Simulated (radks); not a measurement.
Values are calculated unless marked as measured or tabulated.
Valence configurations of neutral dysprosium (all share [Xe]). Level of theory: Dirac Kohn-Sham, LDA (Slater exchange, Perdew-Wang correlation), spin-unpolarised, spherical densities, finite nucleus; open shells fill j = l - 1/2 first; Fermi nuclear charge, rms radius 5.2218 fm (a radial shooting solver on a logarithmic mesh with Libxc functionals). Energies are relative to 4f10 6s2; eigenvalues in eV.

| valence | E (eV) | e(4f5/2) | e(4f7/2) | e(5d3/2) | e(6p1/2) | e(6s1/2) |
|---|---|---|---|---|---|---|
| 4f10 6s2 | 0.000 | -3.700 | -2.823 | - | - | -3.895 |
| 4f10.5 6s1.5 | 1.169 | -0.868 | -0.024 | - | - | -3.452 |
| 4f10 6s1 6p1 | 2.588 | -4.958 | -4.080 | - | -1.947 | -4.614 |
| 4f9 5d1 6s2 | 3.663 | -9.646 | -8.706 | -2.592 | - | -4.376 |
| 4f10 5d2 | 5.180 | -2.487 | -1.612 | -0.975 | - | - |
| 4f9 6s2 6p1 | 5.279 | -12.801 | -11.858 | - | -2.409 | -5.624 |
| 4f10 6p2 | 5.332 | -6.102 | -5.223 | - | -2.401 | - |
| 4f8 6s2 6p2 | 19.401 | -23.335 | -22.327 | - | -3.325 | -7.211 |
| 4f7 5d1 6s2 6p2 | 36.433 | -31.024 | -29.954 | -9.755 | -3.432 | -7.515 |

NIST lists [Xe] 4f10 6s2 as the ground configuration; this level of theory agrees among the configurations tried. The energies are those of spherical spin-averaged densities, not of single terms. No valid solution was reached for [Xe] 4f11 6s1.
